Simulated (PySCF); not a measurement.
Level of theory: PySCF 2.14.0 with PBE-D3(BJ)/def2-TZVP // r2SCAN-D4/def2-SVP. All species are isolated molecules in the gas phase. One relaxed conformer stands for a flexible species; it need not be the lowest. 

Reference species: [Sc(Cl)2(OH)] (neutral, multiplicity 1).

```json
{
  "coordination_number": "3",
  "charge on the central atom (Mulliken)": "1.15 e"
}
```

Changed species: [Sc(OH)3] (3 of 3 Cl replaced by OH; the reference has 1 of 3 Cl replaced by OH).

Task: Give the shifts of the coordination number and charge on the central atom (Mulliken).

Result: the coordination number hardly moves; the charge on the central atom (Mulliken) rises by 0.14 e, to 1.29 e.
